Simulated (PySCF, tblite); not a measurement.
A set of runs on `O([SiH2]B(O)O)c1ccccc1`; the geometry of each is named by its level. Settings lines and outputs come from a driver script.

Compound: C6H9BO3Si.
SMILES with atom numbers: `[OH:1][B:2]([OH:3])[SiH2:4][O:5][c:6]1[cH:7][cH:8][cH:9][cH:10][cH:11]1` (hydrogens: H12 on O1; H13 on O3; H14, H15 on Si4; H16 on C7; H17 on C8; H18 on C9; H19 on C10; H20 on C11)

Step 1: GFN2-xTB geometry optimisation, gas phase (tblite 0.8.0) (from a force-field or distance-geometry start)
```json
{"job": {"kind": "relax", "xc": "GFN2-xTB", "basis": "xTB"}, "charge": 0, "multiplicity": 1}
```
```
step      E/eV     max force
  0    -888.71610    4.043
  1    -889.26302    2.497
  2    -889.48119    2.006
...
225    -890.40695    0.017
226    -890.40699    0.020
227    -890.40703    0.016
228    -890.40705    0.013
229    -890.40707    0.010
```

Energy lowered by 39.0 kcal/mol over 229 steps; largest atomic force 0.010 eV/Å at the end. «max force» is the largest atomic force in eV/Å.

Time: 3.8 s wall. Hardware: an Arm Neoverse N1 with one thread, on a shared host.

Step 2: GFN2-xTB harmonic vibrations, gas phase (tblite 0.8.0) (on the GFN2-xTB geometry)
```json
{"job": {"kind": "ir", "xc": "GFN2-xTB", "basis": "xTB"}, "charge": 0, "multiplicity": 1}
```
```
(table of modes left out)
```

54 modes from 31 to 3639 cm⁻¹ (unscaled, harmonic); zero-point energy 88.6 kcal/mol; all wavenumbers are real at this level.

On one thread, Arm Neoverse N1 (aarch64), shared host with 64 logical CPUs at a one-minute load of 59, this took 1.7 s of wall time.

Step 3: PBE0-D3(BJ)/def2-SVP geometry optimisation, gas phase (PySCF 2.14.0) (from the GFN2-xTB geometry)
```json
{"job": {"xc": "PBE0", "basis": "def2-SVP", "d3": "d3bj", "grid": 1, "shake": 0.01, "kind": "geom"}, "charge": 0, "multiplicity": 1}
```
```
step   0  E = -773.10055584  max force = 0.051577
step   1  E = -773.10993873  max force = 0.009999
step   2  E = -773.11062076  max force = 0.004384
step   3  E = -773.11072447  max force = 0.004232
step   4  E = -773.11088397  max force = 0.002061
step   5  E = -773.11088619  max force = 0.003378
step   6  E = -773.11095045  max force = 0.000979
step   7  E = -773.11095246  max force = 0.001273
step   8  E = -773.11096447  max force = 0.000519
step   9  E = -773.11096729  max force = 0.000409
optimisation converged
```

Final energy -773.11097 Eh after 9 steps; dipole 0.45 D. Energies in Eh; «max force» is the largest Cartesian gradient component in Eh/bohr.

Time: 6.8 min; peak memory 0.95 GiB. Hardware: one thread of an Arm Neoverse N1, no GPU (shared host).

Step 4: TDDFT CAM-B3LYP/def2-SVPD, vertical, gas phase, core orbitals frozen in the response (PySCF 2.14.0, density-fitted response routines) (on the PBE0-D3(BJ)/def2-SVP geometry)
```json
{"job": {"kind": "uv", "xc": "CAM-B3LYP", "basis": "def2-SVPD", "ip": false}, "charge": 0, "multiplicity": 1}
```
```
...
Static polarisability (au): isotropic 120.958, principal 78.754 123.332 160.788
Singlet excitations
state   eV       nm        f      main configurations
  1   5.2284    237.1   0.02175   H->L 0.55, H->L+2 0.20, H-1->L+4 0.12
  2   5.9140    209.6   0.10804   H->L+2 0.42, H->L+4 0.20, H-1->L 0.16
  3   6.2563    198.2   0.00181   H->L+3 0.65, H->L+1 0.23
  4   6.6020    187.8   0.15670   H->L+4 0.32, H->L+2 0.24, H-1->L 0.15
  5   6.7080    184.8   0.00175   H->L+5 0.42, H->L+1 0.19, H->L+6 0.16
  6   6.9228    179.1   0.03643   H-2->L+2 0.27, H-2->L 0.24, H-2->L+4 0.18
  7   6.9383    178.7   0.42531   H-1->L 0.39, H-1->L+4 0.18, H->L+4 0.10
  8   6.9640    178.0   0.02080   H->L+7 0.27, H->L+1 0.25, H->L+5 0.17
  9   7.0255    176.5   0.56048   H-1->L+2 0.39, H->L+4 0.34, H-1->L 0.09
 10   7.1553    173.3   0.00955   H->L+6 0.47, H-1->L+5 0.14, H-1->L+1 0.10
Triplet excitations (Tamm-Dancoff, eV): 4.0268 4.3951 4.7325 5.4325
```

HOMO -7.93 eV, LUMO 0.60 eV; lowest singlet 5.23 eV; lowest triplet 4.03 eV (Tamm–Dancoff); mean polarisability 121.0 au.

On one thread of an Arm Neoverse N1, shared host, this took 4.2 min and 1.6 GiB of memory at its peak.

Geometry of the electronic-property runs (PBE0-D3(BJ)/def2-SVP):
```
atom  x, y, z in Å
O1     4.5697   -1.3014    0.1268
B2     3.4384   -0.6133   -0.1482
O3     3.4890    0.5764   -0.7991
Si4    1.5886   -1.2642    0.3552
O5     0.7238    0.0542   -0.3028
C6    -0.6114    0.2691   -0.3485
C7    -1.5367   -0.6399    0.1743
C8    -2.9010   -0.3658    0.0914
C9    -3.3553    0.8067   -0.5084
C10   -2.4278    1.7116   -1.0268
C11   -1.0642    1.4487   -0.9494
H12    5.3551   -0.8373   -0.1917
H13    2.5950    0.9305   -0.9173
H14    1.2831   -1.3796    1.8161
H15    1.1303   -2.5326   -0.2949
H16   -1.1908   -1.5636    0.6457
H17   -3.6152   -1.0834    0.5026
H18   -4.4251    1.0155   -0.5718
H19   -2.7696    2.6356   -1.4997
H20   -0.3284    2.1475   -1.3527
```

 (This holds for the electronic-property runs.)

One conformer stands for the species.
